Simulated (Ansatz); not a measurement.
Species: sum formula H$_{3}$SiO$_{3}$, net charge 0, doublet state. It need not be the lowest isomer of its formula. 
Geometry from a B3LYP-D3(BJ)/def2-TZVP (Ansatz, an electronic-structure program) optimisation:
```xyz
7

Si    -0.0585    -0.0377     0.3615
O     -0.8689     1.2701    -0.2270
O     -0.5742    -1.3722    -0.4551
O      1.5457     0.1681     0.0489
H     -0.6334     2.1348     0.1220
H     -1.5100    -1.5895    -0.4086
H      2.1425    -0.5458     0.2917
```
Charge 0, spin multiplicity 2.

Basis-set convergence of Hartree-Fock and CCSD correlation energies (hartree) with Ansatz. Valence correlation only, unless marked. Open shells are spin-unrestricted. No spin-orbit coupling. No relativistic terms.

```json
[
 {"basis": "aug-cc-pV(D+d)Z", "functions": "128", "E(HF)": "-515.42088", "E(corr, CCSD)": "-0.70375"},
 {"basis": "aug-cc-pV(T+d)Z", "functions": "262", "E(HF)": "-515.50480", "E(corr, CCSD)": "-0.84836"},
 {"basis": "aug-cc-pV(Q+d)Z", "functions": "467", "E(HF)": "-515.52401", "E(corr, CCSD)": "-0.89831"}
]
```

Extrapolating the two largest sets (X = 3 and 4) as X^-3: E(corr) = (64·(-0.89831) - 27·(-0.84836))/37 = -0.9348 Eh, an estimate of the basis-set limit. The largest set recovers 96.1 % of it, the smallest 75.3 %.
